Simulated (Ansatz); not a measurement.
This geometry of BClFH3O (7 atoms, charge 0, multiplicity 1) is a first-order saddle point.

These are results of RKS revPBE-D4/def2-SVP (Ansatz 0.2.0), not measurements.

```xyz
7
Properties=species:S:1:pos:R:3
B 0.053 -0.289 -0.069
Cl -0.057 0.158 2.131
H 1.072 0.257 -0.417
F -1.136 0.005 -0.626
O 0.177 -1.737 0.337
H -0.681 -2.183 0.173
H 0.109 -1.240 1.497
```

Which two structures does it join? (They come from a converged band through this point; their orientation in space is the band's.)

Bonds broken: B1–Cl2, O5–H7. Bonds formed: Cl2–H7. BClFH3O becomes BFH2O + ClH.

Initial state:

```xyz
7
Properties=species:S:1:pos:R:3
B 0.053 -0.063 0.149
Cl -0.069 0.552 1.896
H 1.076 0.220 -0.440
F -1.129 -0.014 -0.546
O 0.187 -1.784 0.450
H -0.656 -2.138 0.090
H 0.075 -1.802 1.429
```

Final state:

```xyz
7
Properties=species:S:1:pos:R:3
B -0.045 -0.408 -0.613
Cl 0.360 -0.281 3.244
H 0.826 0.426 -0.504
F -0.962 -0.325 -1.588
O -0.089 -1.453 0.271
H -0.839 -2.059 0.104
H 0.287 -0.930 2.112
```

How far does it lie above each of them?

0.52 eV above the first and 0.71 eV above the second. This is the barrier of this one path; another mechanism may lie lower. The orbitals stay closed-shell, which can raise the energy where a bond breaks towards radicals; this wasn't checked here.

Run time: 110 s on 1 thread of AMD EPYC 9R45 96-Core Processor (Zen 5), on a shared host, peak memory 0.17 GiB.
